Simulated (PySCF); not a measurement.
From one molecule to another.

First species: CF3C(O)Cl, C2ClF3O.
SMILES: `ClC(C(F)(F)F)=O`

Second species: C4H11NOSi2.
SMILES: `C[SiH2]O[Si@@H](C)CC#N`

Levels: PBE0/pcSseg-1 for dipole moment, HOMO energy, LUMO energy and HOMO–LUMO gap; GFN2-xTB for rotational constant A and rotational constant C. Geometries: GFN2-xTB. Each species is one conformer at its optimised geometry, gas phase, non-relativistic unless stated; the electronic structure was computed with PySCF and density fitting.

The conformers computed, where there is a choice (atom-mapped SMILES and torsion angles):
- `[O:1]=[C:2]([Cl:3])[C:4]([F:5])([F:6])[F:7]`: O1–C2–C4–F5 -120°
- `[CH3:1][SiH2:2][O:3][Si@@H:4]([CH3:5])[CH2:6][C:7]#[N:8]`: C1–Si2–O3–Si4 49°, Si2–O3–Si4–C5 56°, O3–Si4–C6–C7 -174°

Task: Which of the two has the higher rotational constant A, and by how much?

Result: The second: 3.530 GHz against 3.356 GHz, a difference of 0.174 GHz.

Task: Which of the two has the higher HOMO energy, and by how much?

Result: The second: -8.38 eV against -9.68 eV, a difference of 1.30 eV.

Task: Which has the higher dipole moment?

Result: The second: 4.68 D against 0.86 D, a difference of 3.82 D.

Task: Which has the higher HOMO–LUMO gap?

Result: The second: 8.83 eV against 7.28 eV, a difference of 1.55 eV.

Task: Which has the higher rotational constant C?

Result: The first: 1.476 GHz against 0.550 GHz, a difference of 0.926 GHz.

Task: Which has the higher LUMO energy?

Result: The second: 0.45 eV against -2.40 eV, a difference of 2.85 eV.

On the first: The dipole matches unit charges of opposite sign 0.18 Å apart (1 e·Å = 4.8032 D).

On the second: A dipole of 4.68 D is allowed in C1, and pure rotational transitions are dipole-allowed. In atomic units the dipole is 1.84 e·bohr (1 au = 2.5417 D).
